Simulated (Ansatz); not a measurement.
Reaction (hydrogenolysis of the Si–F bond): `CC1=C[SiH]1F` + H₂ → `CC1=C[SiH2]1` + H–F

Computed with Ansatz on PBE0-D4/def2-TZVP structures; ΔE is electronic, products minus reactants. CCSD(T)/CBS adds triple-zeta CCSD(T) − MP2 to the extrapolated MP2 energy (def2 sets, frozen cores). This one scheme is used for every species. Functionals use def2-TZVPP.

```tsv
level	ΔE (kcal/mol)	difference from CCSD(T)/CBS
B97M-V	30.8	2.2
PBE0-D4	27.3	-1.3
CAM-B3LYP-D4	30.3	1.7
PBE	27.3	-1.3
BLYP	29.3	0.7
r2SCANh	30.3	1.7
BHLYP	29.8	1.2
CCSD/def2-TZVPP	28.1	-0.5
HF/CBS(def2)	30.1	1.5
CCSD/CBS(def2)	28.5	-0.1
CCSD(T)/CBS	28.6	0
```

Largest T1 diagnostic among the species: 0.012.

From r2SCAN to r2SCAN0 (25 % exact exchange), in def2-TZVPP and without D4, ΔE moves by −0.9 kcal/mol. At CCSD(T), def2-SVP lies −3.5 kcal/mol from the extrapolated value and def2-TZVPP −0.4 kcal/mol.
